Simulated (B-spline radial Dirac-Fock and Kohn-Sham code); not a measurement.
Re 6s: cross section and angular parameters

System: neutral rhenium, configuration [Xe] 4f14 5d5 6s2; threshold 7.77 eV (orbital energy of the model). Model: Dirac-Hartree-Slater photoionisation with a Latter tail; cross sections with all multipoles, angular parameters from the dipole term and its interference with E2. Program: a radial finite-basis atomic code.

For linearly polarised light dσ/dΩ = σ/(4π) [1 + β P₂(cos θ) + (δ + γ cos²θ) sin θ cos φ], with θ from the polarisation vector and φ the angle between the beam and the projection of the electron momentum on the plane normal to the polarisation.

```
hν (eV)  σ (kb)      β       γ
   61.6    27.6  1.110  -0.100
   73.5    24.6  1.296  -0.043
     80    23.0  1.362  -0.016
   88.9    21.1  1.434   0.017
   98.2    19.3  1.491   0.047
    100    19.0  1.501   0.052
    123    15.6  1.591   0.112
    150    12.7  1.657   0.166
    163    11.5  1.680   0.188
    191    9.59  1.718   0.229
    212    8.46  1.739   0.254
    223    7.96  1.748   0.266
    384    3.94  1.824   0.374
    400    3.73  1.829   0.380
    435    3.33  1.837   0.393
    470    2.99  1.844   0.403
    604    2.09  1.865   0.428
    613    2.05  1.866   0.429
    951    1.06  1.892   0.427
 1253.6   0.684  1.905   0.392
   1260   0.679  1.905   0.391
   1640   0.446  1.915   0.335
 2984.4   0.164  1.933   0.129
   3700   0.112  1.937   0.041
   4000  0.0978  1.939   0.010
   5570  0.0533  1.944  -0.105
   7920       ?      ?       ?
 9251.7  0.0202  1.950  -0.150
   9490  0.0192  1.950  -0.146
```

Task: Give the values at 7920 eV.

Result: σ = 0.0273 kb, β = 1.949, γ = -0.159. For an s subshell δ is negligible.

Values without a named source are computed, but for edge energies of neutral atoms, which are taken from tables.
